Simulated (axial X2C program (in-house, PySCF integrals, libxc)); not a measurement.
Curves of ClReCl from open-shell CI on d5 s0 p(π)0

Computed with an in-house all-electron X2C program for linear molecules (integrals from PySCF): two-component X2C with atomic mean-field Coulomb and Gaunt terms, basis Cl dyall-av3z, Re dyall-v3z (cores contracted in-house). Orbitals come from Hartree–Fock averaged over the configuration Re d5 s0 p(π)0; CI then distributes these electrons over the d, s, p(π) shells of Re.

Scan along the symmetric stretch (R is each bond); masses Cl 34.969 u, Re 186.956 u, Cl 34.969 u. Energies in cm⁻¹ from the lowest point; levels are followed by energy order within each Ω. Lowest level at 2.326 Å: 100% d5.

```
R (Å)  (1)Ω=1/2  (1)Ω=3/2  (1)Ω=5/2  (2)Ω=5/2  (2)Ω=1/2  (2)Ω=3/2  (3)Ω=1/2  (1)Ω=7/2  (3)Ω=5/2
2.163      5516      5547      5534     16396     16264     16980     17841     20386     20766
2.245      1448      1491      1510     13955     13999     14600     15697     17472     17850
2.326         0        47        83     13746     13912     14422     15722     16782     17153
2.419       574       623       667     15367     15628     16052     17521     17852     18290
2.512      2793      2840      2886     18306     18646     18993     20508     20333     20912
2.617      6576      6619      6661     22605     23033     23306     24744     24283     25043
2.745     12238     12276     12313     28739     29332     29508     30826     30132     31113
```

Task: Fit the curves (1)Ω=1/2, (1)Ω=3/2, (1)Ω=5/2, (2)Ω=5/2, (2)Ω=1/2, (2)Ω=3/2, (3)Ω=1/2, (1)Ω=7/2, (3)Ω=5/2 near their minima.

Result: From the open-shell CI curves, Te from the lowest:

| level | Te (cm⁻¹) | Re (Å) | ωe (cm⁻¹) |
| --- | --- | --- | --- |
| (1)Ω=1/2 | 0 | 2.346 | 351.8 |
| (1)Ω=3/2 | 48 | 2.346 | 351.5 |
| (1)Ω=5/2 | 87 | 2.345 | 351.1 |
| (2)Ω=5/2 | 13663 | 2.294 | 359.9 |
| (2)Ω=1/2 | 13781 | 2.288 | 360.0 |
| (2)Ω=3/2 | 14329 | 2.293 | 358.3 |
| (3)Ω=1/2 | 15538 | 2.283 | 362.7 |
| (1)Ω=7/2 | 16823 | 2.318 | 339.9 |
| (3)Ω=5/2 | 17191 | 2.317 | 347.8 |

Without dynamic correlation distances can be off by several hundredths of an Å (long for ionic bonds, short for multiple bonds) and the wavenumbers are rough.

The 9 lowest curves are shown; the next is (4)Ω=1/2, from 17515 cm⁻¹.

Dynamic correlation is missing, so gaps between terms are too wide and other configurations may lie lower; the lowest level listed is that of this model, not necessarily the ground state. For d shells the ligand-field splittings (σ, π, δ) and their order can be off by a thousand cm⁻¹ or more. At most 4 roots were kept for each Ω > 0 (twice that for Ω = 0) within 3.2 eV of the lowest, so higher up levels can be missing between those listed; levels with Ω > 0 are doubly degenerate and listed once, Ω = 0 levels singly. Some active spinors are only partly of the character that their shell is named for, so the shell names and counts are nominal. States that fill the shells left empty in the average are placed too high. The molecule was held linear; bending was not examined.
